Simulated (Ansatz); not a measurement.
Geometry optimisation, RKS r2SCANh/def2-SVP in Ansatz 0.2.0.

The input (input.yaml):

```yaml
crystal:
  periodic: [false, false, false]
  atoms:
    - { symbol: F, position_ang: [0.2992, -1.1057, 1.4454] }
    - { symbol: C, position_ang: [0.0331, 0.0059, 0.7054] }
    - { symbol: C, position_ang: [0.0021, -0.0151, -0.5771] }
    - { symbol: F, position_ang: [-0.31973, 1.1369, -1.2513] }
    - { symbol: Br, position_ang: [0.34633, -1.53292, -1.5971] }
    - { symbol: H, position_ang: [-0.1993, 0.8438, 1.3628] }
basis:
  gaussian: { orbitals: def2-SVP }
hamiltonian:
  xc: r2scanh
relax:
  f_tol: 0.015
  max_steps: 40
output:
  orbitals: {}
```

Command:

```bash
$ ansatz run input.yaml --threads 2 --pin off --max-ram 3072MiB --backend cpu --events-out ev --progress --plain --runs-dir out
```

**Question.** Where does it end, and by what steps?

**Answer.** The forces met the threshold. After 6 steps the energy has fallen by 0.189 eV; C2 moved furthest, 0.06 Å.

```
step  energy less start (eV)  largest force component (eV/Å)  accepted
   0                  0.0000                           4.633       yes
   1                 -0.1470                           1.477       yes
   2                 -0.1788                           0.457       yes
   3                 -0.1868                           0.236       yes
   4                 -0.1877                           0.221       yes
   5                 -0.1885                           0.023       yes
   6                 -0.1885                           0.004       yes
```

```xyz
6
Properties=species:S:1:pos:R:3
F 0.307 -1.107 1.445
C 0.017 -0.014 0.755
C -0.010 -0.011 -0.579
F -0.302 1.092 -1.246
Br 0.346 -1.507 -1.631
H -0.196 0.879 1.345
```

The run took 24 s on 2 threads of Intel(R) Xeon(R) Platinum 8259CL CPU @ 2.50GHz (Skylake/Cascade Lake) (shared host), peak memory 0.24 GiB.
